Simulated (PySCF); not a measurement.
Highest occupied level (eV) of eight silicon and germanium compounds: PBE beside CAM-B3LYP, computed with PySCF for isolated molecules in the bases named; differences from unrounded values. The eight are the first of their class met in an unordered collection, after screening for sound electronic states; none was chosen by its value. Each molecule has one DFT geometry for both levels.

```json
[
 {"molecule": "C2H7NOSi, SMILES OC/C=N/[SiH3]", "basis": "def2-TZVP", "CAM-B3LYP": "-8.67", "PBE": "-5.85", "difference": "2.81"},
 {"molecule": "GeH5O3P, SMILES [OH][Ge]([OH])([OH])[PH2]", "basis": "def2-TZVP", "CAM-B3LYP": "-9.18", "PBE": "-6.63", "difference": "2.56"},
 {"molecule": "disilanylformaldehyde (CH6OSi2), SMILES O=C[SiH2][SiH3]", "basis": "def2-TZVP", "CAM-B3LYP": "-8.48", "PBE": "-5.68", "difference": "2.80"},
 {"molecule": "F₂GeH₄OSi, SMILES [O]([SiH](F)F)[GeH3]", "basis": "def2-TZVP", "CAM-B3LYP": "-10.76", "PBE": "-7.82", "difference": "2.94"},
 {"molecule": "C4H5ClSi, SMILES ClC1=C[SiH2]C=C1", "basis": "def2-TZVP", "CAM-B3LYP": "-8.23", "PBE": "-5.96", "difference": "2.27"},
 {"molecule": "Si(H)2(Me)(NCO) (C₂H₅NOSi), SMILES C[SiH2]N=C=O", "basis": "def2-TZVP", "CAM-B3LYP": "-9.83", "PBE": "-7.10", "difference": "2.73"},
 {"molecule": "C3H8O2Si, SMILES COC[SiH2]C=O", "basis": "def2-TZVP", "CAM-B3LYP": "-8.27", "PBE": "-5.41", "difference": "2.86"},
 {"molecule": "CH11NOSi3, SMILES CO[SiH2][SiH2]N[SiH3]", "basis": "def2-TZVP", "CAM-B3LYP": "-8.53", "PBE": "-5.99", "difference": "2.54"}
]
```

PBE lies below CAM-B3LYP in 0 and above it in 8 of the eight; the mean signed difference is 2.69 and the largest 2.94 eV.
